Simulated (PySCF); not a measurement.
Job for PySCF: R-HF/3-21G on CH3Br (SMILES CBr), a point of a bond scan (R = 6.264 Å).

```python
from pyscf import gto, scf, dft, mp
from pyscf.data.elements import chemcore

mol = gto.M(
    atom='''
    C    -1.53381561   -0.04091863   -0.02869190
    Br    4.72662369    0.12609532    0.08841728
    H    -1.83024719   -0.68040431   -0.85265241
    H    -1.88710585    0.97406916   -0.17260283
    H    -1.86976166   -0.44271605    0.92074143
    ''',
    basis='3-21g',
    charge=0, spin=0, verbose=3, max_memory=1800)
mf = scf.RHF(mol)
mf.conv_tol = 1e-8
mf.max_cycle = 100
mf.kernel()
if not mf.converged:
    mf = mf.newton().run(mf.mo_coeff, mf.mo_occ)
```

Question: Predict the final total energy.

Answer: -2599.1855 hartree.
